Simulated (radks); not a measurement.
Species: Nb26+. Configuration: [Ne] 3s2 3p3. All-electron calculation, scalar-relativistic Kohn-Sham, BLYP, spin-polarised, spherical densities, point nucleus; open shells are filled with parallel spins first (spin-orbit coupling, left out, can overturn this in heavy ions). Program: a radial shooting solver on a logarithmic mesh with Libxc functionals.

Radial electron density D(r) = 4 pi r^2 rho(r):

r (bohr)  D(r) (e/bohr)   spin D(r)
0.001523          1.642  -0.0000744
0.001905          2.439  -0.0000899
0.002365          3.547  -0.0000859
0.002958          5.179  -0.0000201
0.003672          7.375    0.000200
0.004593          10.48    0.000822
0.005701          14.45     0.00229
0.007132          19.71     0.00585
0.008852          25.85      0.0135
0.01107           33.06      0.0305
0.01374           40.19      0.0647
0.0172            46.67       0.136
0.02134           50.75       0.267
0.0267            51.61       0.513
0.03314           49.14       0.912
0.04146           44.96        1.54
0.05145           42.69        2.32
0.06437           45.42        3.13
0.07989           52.79        3.52
0.09995           59.76        2.99
0.124             58.19        1.54
0.1552            45.14      0.0916
0.1926            28.55       0.655
0.241             18.48        4.29
0.2991            17.68        8.62
0.3741            17.24        9.76
0.4643            11.55        6.64
0.5809            4.444        2.56
0.721            0.9569       0.559
0.902           0.09187      0.0548
1.119          0.004023     0.00248

D(r) has 3 maxima, at r = 0.0250, 0.108, 0.332 bohr, and minima at 0.0519, 0.272 bohr, inside which lie 2.06, 10.56 electrons.
